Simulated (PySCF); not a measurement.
ClFH2O2Sn, SMILES [OH][Sn]([OH])([F])[Cl].

Coordinates come from a PBE0-D3(BJ)/def2-SVP optimisation. The structure was generated by enumeration; whether it is a known compound was not checked. The def2 effective core potentials stand for the cores of Sn; spin–orbit coupling is left out. The values are those of a single conformer.

Level of theory: TDA-M06-2X/def2-SVPD run with PySCF 2.14.0.

Vertical excitations. Gas-phase values at a fixed geometry.

Computed lowest excited states:
```csv
state,energy (eV),λ (nm),f,main pairs
S1,6.16,201,0.018,"HOMO→LUMO 61 %, HOMO−1→LUMO 23 %"
S2,6.19,200,0.014,"HOMO−1→LUMO 46 %, HOMO−2→LUMO 21 %, HOMO→LUMO 15 %, HOMO−3→LUMO 8 %"
S3,6.39,194,0.024,"HOMO−2→LUMO 44 %, HOMO−1→LUMO 19 %, HOMO−3→LUMO 15 %, HOMO→LUMO 10 %"
S4,6.61,188,0.091,"HOMO−3→LUMO 60 %, HOMO−2→LUMO 19 %"
S5,7.51,165,0.167,HOMO−4→LUMO 78 %
S6,7.68,161,0.168,HOMO−5→LUMO 73 %
S7,8.23,151,0.066,"HOMO−6→LUMO 53 %, HOMO−8→LUMO 23 %"
S8,8.38,148,0.019,HOMO−7→LUMO 76 %
S9,8.71,142,0.018,"HOMO−8→LUMO 34 %, HOMO−6→LUMO 11 %, HOMO→LUMO+2 11 %, HOMO→LUMO+1 8 %"
S10,8.92,139,0.005,"HOMO−2→LUMO+1 24 %, HOMO−3→LUMO+2 16 %, HOMO−3→LUMO+1 13 %, HOMO→LUMO+2 11 %"
T1,5.68,218,0,"HOMO→LUMO 66 %, HOMO−2→LUMO 21 %"
T2,5.74,216,0,"HOMO−1→LUMO 62 %, HOMO−3→LUMO 22 %"
T3,5.88,211,0,"HOMO−2→LUMO 54 %, HOMO→LUMO 16 %, HOMO−1→LUMO 9 %"
T4,5.98,207,0,"HOMO−3→LUMO 55 %, HOMO−1→LUMO 16 %, HOMO−2→LUMO 9 %"
```
Triplets are in the Tamm–Dancoff approximation.
